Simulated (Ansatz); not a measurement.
Consider the ligand exchange at a W–F bond: `[O]=[W]([OH])([F])=[S]` + HCl → `[O]=[W]([OH])(=[S])[Cl]` + H–F.

Calculated with Ansatz (gas phase, PBE0-D4/def2-TZVP geometries, no zero-point term in ΔE). CCSD(T)/CBS adds triple-zeta CCSD(T) − MP2 to the extrapolated MP2 energy (def2 sets, frozen cores). This one scheme is used for every species. Functionals use def2-TZVPP. B3LYP here is the variant with VWN-RPA as its local correlation; programs differ in this. Elements past krypton have def2 core potentials. For W outer-core shells are correlated without core-valence functions, which leaves a few kJ/mol of doubt a bond. Each species was taken in one conformer, which may not be the lowest.

(1) Is it downhill or uphill in electronic energy at CCSD(T)/CBS, and by how much? (An estimate is asked.)

(2) What do these levels give: LDA (SPW92), PBE-D4, revPBE-D4, B3LYP-D4, CAM-B3LYP-D4, ωB97M-V, PBE-QIDH, revPBE, r2SCANh, HF/def2-SVP, SCS-MP2/def2-QZVPP, MP2/CBS(def2)? (An estimate is asked.)

Largest T1 diagnostic among the species: 0.023, so the coupled-cluster value is less sure than usual.

Answers

(1) The calculation gave: Downhill: ΔE = -0.13 eV.

(2) Computed: LDA (SPW92) -0.01, PBE-D4 -0.02, revPBE-D4 -0.02, B3LYP-D4 0.00, CAM-B3LYP-D4 0.08, ωB97M-V 0.03, PBE-QIDH -0.15, revPBE 0.04, r2SCANh 0.01, HF/def2-SVP 0.10, SCS-MP2/def2-QZVPP -0.20, MP2/CBS(def2) -0.33 eV.

The D4 term adds −0.07 eV with B3LYP and −0.04 eV with PBE0; it sums over pairs of atoms, weighted by their polarisabilities, and B3LYP, whose exchange is more repulsive, gets the larger term. From PBE to PBE0 (25 % exact exchange), in def2-TZVPP and without D4, ΔE moves by −0.06 eV.
